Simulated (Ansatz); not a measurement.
H$_{2}$BrF$_{2}$GeN (SMILES [NH2][Ge]([F])([F])[Br]), singlet, geometry from GFN2-xTB, atoms displaced at random by about 0.03 Å a coordinate; B3LYP/STO-3G, gradient (Ansatz, a program for electronic structure).

The Ansatz input:
Ansatz 0.2 input:
```yaml
crystal:
  periodic: [false, false, false]
  atoms:
    - {symbol: N, position_ang: [2.18280211, 0.12005464, 0.47374217]}
    - {symbol: Ge, position_ang: [0.36161866, 0.44266774, 0.32955084]}
    - {symbol: F, position_ang: [-0.24391778, 0.72590768, 1.85731236]}
    - {symbol: F, position_ang: [0.23088377, 1.84391023, -0.46617690]}
    - {symbol: Br, position_ang: [-0.95735404, -1.06933067, -0.78656046]}
    - {symbol: H, position_ang: [2.45235363, -0.57998707, 1.08543599]}
    - {symbol: H, position_ang: [2.74282237, 0.17453895, -0.39834788]}
basis:
  gaussian:
    orbitals: STO-3G
hamiltonian:
  xc: b3lyp
output: {forces: true}
```

The log (banner, timings and long lists left out):

```
Functional definition: B3LYP
606 factors; integrals over basis functions are off by at most 3.1e-5 eV
mean field evaluation 1: about -132000.5908 eV, gradient 3.4e1 eV
mean field evaluation 2: about -132001.3077 eV, gradient 3.2e1 eV
mean field evaluation 4: about -132004.7470 eV, gradient 1.0e0 eV
mean field evaluation 8: about -132004.7471 eV, gradient 1.6e-2 eV
mean field -132004.74707049 eV, -4851.0849788093 hartree, gradient 4.6e-5 eV, S^2 0.000000; 0 other end points of the search recorded, 0 dependent functions left out
the calculation of the forces begins
reference -132004.74723047 eV, -4851.0849846884 hartree; 47, 47 occupied and 6, 6 virtual orbitals, 606 factors
Total energy: -132004.74723047 eV, -4851.0849846884 hartree
Atom 0 at     2.182802     0.120055     0.473742 Å, force    -4.333280     3.823066    -2.592285 eV/Å
Atom 1 at     0.361619     0.442668     0.329551 Å, force     2.929519    -1.553478     0.555570 eV/Å
Atom 2 at    -0.243918     0.725908     1.857312 Å, force    -0.160476    -0.112622     0.409310 eV/Å
Atom 3 at     0.230884     1.843910    -0.466177 Å, force    -0.186622     1.619195    -0.934758 eV/Å
Atom 4 at    -0.957354    -1.069331    -0.786560 Å, force     0.012524    -0.172221     0.055818 eV/Å
Atom 5 at     2.452354    -0.579987     1.085436 Å, force     1.601944    -3.211418     2.312402 eV/Å
Atom 6 at     2.742822     0.174539    -0.398348 Å, force     0.136391    -0.392522     0.193942 eV/Å
Dipole moment:     0.339132    -0.065595     0.057792 e Å
```
